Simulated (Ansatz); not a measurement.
The cluster Na2Cl3, relaxed as a doublet with UKS PBE-D4/def2-SVP in Ansatz, starting from the GFN1-xTB geometry. Force threshold 0.02 eV/Å.

The relaxation made no stability test and no search for a lower SCF solution. The structure comes from a short search, and lower isomers may exist.

Start:

```
atom    x (Å)    y (Å)    z (Å)
 Na1  -0.7821   1.1381   2.4021
 Na2   0.0569  -0.3280  -0.9818
 Cl3   0.6231  -2.3667   0.2595
 Cl4  -1.8031   0.7545   0.3170
 Cl5   1.9052   0.8022  -1.9969
```

(1) Estimate the energy that the relaxation releases and the steps that it takes.

(2) Does the start keep its bonding?

(3) Predict the relaxed structure.

Results:

(1) 140.2 kJ/mol, in 18 steps; 25 s on 4 threads of Arm Neoverse V1 on a shared host. No frequencies were taken in this run, so the end may be a saddle point.

(2) Bonds formed: Na1–Cl3, Na1–Cl5 (atoms count from 1). The end is the same structure that another start reached, the lowest one found.

(3) 
```xyz
5

Na    0.1214    0.6554    1.4471
Na   -0.6902   -0.4023   -1.3789
Cl    0.8795   -1.7422    0.4055
Cl   -2.0816    0.9336    0.2478
Cl    1.7710    0.5555   -0.7214
```
Bond lengths (bridged metal pairs left out): 6 × Cl–Na 2.52 to 2.73 Å.
